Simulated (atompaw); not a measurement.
## Li: one change to a PAW (atompaw) potential, before and after

atompaw 4.2.0.5 input, output lines left out:

```
Li 3
GGA-PBE scalarrelativistic loggrid 1500 logderivrange -6 5 276
2 2 0 0 0 0
2 0 0
2 1 1
0 0 0
v
v
v
1
3.00 2.65 1.95 2.15
n
y
4.7
n
custom rrkj gramschmidtortho besselshape
2 1 troulliermartins
0.65
3.00
3.00
3.00
```

Change: all radii scaled by about 1.28 (s 0.84, p 3.84 bohr); local potential troulliermartins scheme with l = 2 at 1 Ry, radius 2.50 bohr; augmentation besselshape compensation charge, radius 3.38 bohr; PAW radius 3.84 bohr; waves and projectors: custom rrkj gramschmidtortho.

Cutoffs: the cutoffs (Ry, on a coarse ladder) from which the occupation-weighted sum of valence levels, in a spherical-Bessel basis at the reference potential, stays within 10 and 1 mRy of its value at 400 Ry; they do not see the model core or the augmentation charge, which bear on the density cutoff.

Problem. What does the change do?

Solution. The potential gets softer (100 Ry and 140 Ry → 60 Ry and 80 Ry); a bound ghost appears in p, which as a rule spoils a file. A larger radius leaves more room for a smooth pseudo-wave, so fewer plane waves are needed.

```tsv
quantity	base	changed
cutoff, loose	100 Ry	60 Ry
cutoff, tight	140 Ry	80 Ry
loose cutoff by channel (10 mRy a level)	s 90 Ry, p 6 Ry	s 55 Ry, p 6 Ry
bound ghosts	none	p
lowest overlap eigenvalue by channel	s 0.48, p 0.89	s 0.42, p 0.05
```

 A true bound ghost makes a file unfit for plane-wave use even where its test errors are small: the radial tests pick states by their node count and pass the ghost by. The cutoffs see the waves, projectors and local potential, not the compensation charge or the core.
